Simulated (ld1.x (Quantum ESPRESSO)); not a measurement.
# Logarithmic derivatives: Ge, TM

ld1.x (Quantum ESPRESSO) 7.5 input, shortened:

```
&input
   title='Ge', zed=32., rel=2, dft='PBE', iswitch=3,
   config='[Ar] 3d10 4s2 4p2 4f-2', rel_dist='average'
 /
 &inputp
   pseudotype=2, tm=.true., lloc=1,
   nlcc=.true., new_core_ps=.true.
 /
4
4S  1  0   2.00   0.00  1.80  1.80  0.0
3D  3  2  10.00   0.00  0.90  0.90  0.0
4F  4  3  -2.00   0.20  2.00  2.00  0.0
4P  2  1   2.00   0.00  2.15  2.15  0.0
 &test
   configts(1)='3d10 4s2 4p2'
 /
```

Open shells are filled in proportion to 2j + 1 (rel_dist='average').

The phase is arctan(r·u′/u) with u = r·R(r), unwrapped; energies in Ry, scanned from -4 to 5 Ry. A pole is an energy at which the radial function vanishes at the test radius. The pseudo phase is shifted by a multiple of π to meet the all-electron one at the reference energy, and phase errors are pseudo minus all-electron; the curves can meet again beyond the range given. Levels narrower than the energy grid can be missing from the lists of poles.

```
channel  radius (bohr)  reference energy (Ry)  poles, all-electron  poles, pseudo  unbroken range about the reference energy with phases within 0.05 rad  phase error 1 Ry above the reference energy (rad)
      s           2.35                  -0.86                 0.62           0.66                                                              below 2.9                                             +0.004
   p1/2           2.35                  -0.30                 1.84           1.83                                       not even at the reference energy                                             +0.011
   p3/2           2.35                  -0.28                 1.93           1.83                                                              below 3.8                                             -0.011
   d3/2           2.35                  -2.18          -2.14, 4.14          -2.14                                                              below 0.1                                             +0.010
   d5/2           2.35                  -2.14          -2.10, 4.17          -2.10                                                              below 0.1                                             +0.010
   f5/2           2.35                   0.20                 none           none                                                        the whole range                                             +0.000
   f7/2           2.35                   0.20                 none           none                                                        the whole range                                             +0.000
```

Phases in the f7/2 channel:

```
E (Ry)  all-electron  pseudo
 -4.00         1.388   1.388
 -3.76         1.384   1.384
 -3.52         1.380   1.380
 -3.28         1.375   1.375
 -3.04         1.371   1.371
 -2.80         1.365   1.365
 -2.56         1.359   1.359
 -2.32         1.353   1.353
 -2.08         1.347   1.347
 -1.84         1.339   1.339
 -1.60         1.331   1.331
 -1.36         1.322   1.322
 -1.12         1.312   1.312
 -0.88         1.301   1.301
 -0.64         1.288   1.288
 -0.40         1.274   1.274
 -0.16         1.257   1.257
  0.08         1.238   1.238
  0.32         1.215   1.215
  0.56         1.188   1.188
  0.80         1.154   1.154
  1.04         1.112   1.112
  1.28         1.058   1.058
  1.52         0.985   0.986
  1.76         0.885   0.885
  2.00         0.740   0.741
  2.24         0.521   0.525
  2.48         0.201   0.207
  2.72        -0.207  -0.197
  2.96        -0.594  -0.584
  3.20        -0.879  -0.870
  3.44        -1.071  -1.062
  3.68        -1.200  -1.192
  3.92        -1.291  -1.284
  4.16        -1.359  -1.351
  4.40        -1.411  -1.404
  4.64        -1.453  -1.445
  4.88        -1.488  -1.480
```
